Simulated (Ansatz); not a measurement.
A nudged elastic band was laid between two geometries of CH5BrGe + H2 (10 atoms, charge 0, multiplicity 1).

Level of theory: Ansatz, RKS BLYP-D4/def2-SVP.

```json
{
  "movable images": "9",
  "climbing image": "yes",
  "spring": "5.0 eV/Å²",
  "optimiser": "quadratic models (default)",
  "start path": "through a guess of the saddle point",
  "force threshold": "0.03 eV/Å",
  "iteration limit": "60",
  "end points": "relaxed"
}
```

First end point:

```xyz
10
Properties=species:S:1:pos:R:3
Ge -0.350 -0.974 -0.655
Br 1.990 -1.335 -0.617
H -0.865 -1.595 -1.983
H -0.934 -1.733 0.568
C -0.662 0.971 -0.562
H 1.635 0.141 2.136
H 1.350 0.510 2.746
H -1.749 1.176 -0.632
H -0.276 1.365 0.397
H -0.141 1.474 -1.398
```

Last end point:

```xyz
10
Properties=species:S:1:pos:R:3
Ge -0.700 -0.827 0.267
Br 3.286 0.132 -0.140
H -0.469 -1.873 -0.859
H -2.030 -1.149 1.006
C -0.691 1.017 -0.453
H 2.205 -0.419 0.651
H 0.465 -0.990 1.300
H -1.469 1.124 -1.234
H -0.896 1.744 0.357
H 0.299 1.241 -0.895
```

Task: Which bonds break or form, and what moves?

Result: Bonds broken: Ge1–Br2, H6–H7. Bonds formed: Ge1–H7, Br2–H6. CH5BrGe + H2 becomes BrH + CH6Ge.

Task: Give the energies along the band, and the barrier.

Result: The run converged. The highest image is number 6 of 0 to 10, 46.9 kcal/mol above the first end and 33.3 kcal/mol above the last; the last end lies 13.6 kcal/mol above the first. A vibrational analysis at the climbing image gives one clearly imaginary mode, 1021i cm⁻¹, and a faint second one (27i cm⁻¹) that may be numerical noise or a soft torsion: probably a first-order saddle point. The orbitals stay closed-shell, which can raise the energy where a bond breaks towards radicals; this wasn't checked here.

```tsv
image	path coordinate (Å)	energy (kcal/mol)	Ge1–Br2 (Å)	H6–H7 (Å)	Ge1–H7 (Å)
0	0.00	0.0	2.37	0.77	4.08
1	0.61	0.0	2.37	0.77	3.86
2	1.22	0.4	2.37	0.77	3.59
3	1.83	2.8	2.38	0.77	3.12
4	2.44	11.7	2.42	0.77	2.70
5	3.05	29.9	2.60	0.78	2.30
6	3.66	46.9	2.92	0.92	1.96
7	4.20	29.3	3.16	1.27	1.66
8	4.75	16.3	3.58	1.59	1.57
9	5.29	13.9	3.94	1.86	1.57
10	5.83	13.6	4.12	1.94	1.57
```

Task: What is the geometry of the highest image?

Result: 
```xyz
10
Properties=species:S:1:pos:R:3:forces:R:3
Ge -0.318 -0.750 -0.026 0.00 0.01 0.00
Br 2.554 -0.373 -0.411 0.01 0.01 0.00
H -0.128 -1.816 -1.132 0.01 0.00 0.01
H -1.408 -1.296 0.960 -0.01 0.00 0.00
C -0.652 1.130 -0.484 -0.02 -0.03 -0.02
H 1.426 -0.593 1.119 0.00 0.00 0.00
H 0.689 -0.724 1.657 0.00 -0.01 0.00
H -1.702 1.219 -0.832 0.00 0.01 0.01
H -0.515 1.754 0.418 0.02 0.01 -0.01
H 0.053 1.449 -1.270 0.00 0.01 0.01
```

The run took 12 min on 2 threads of Arm Neoverse V1, with other jobs on the host, peak memory 0.17 GiB.
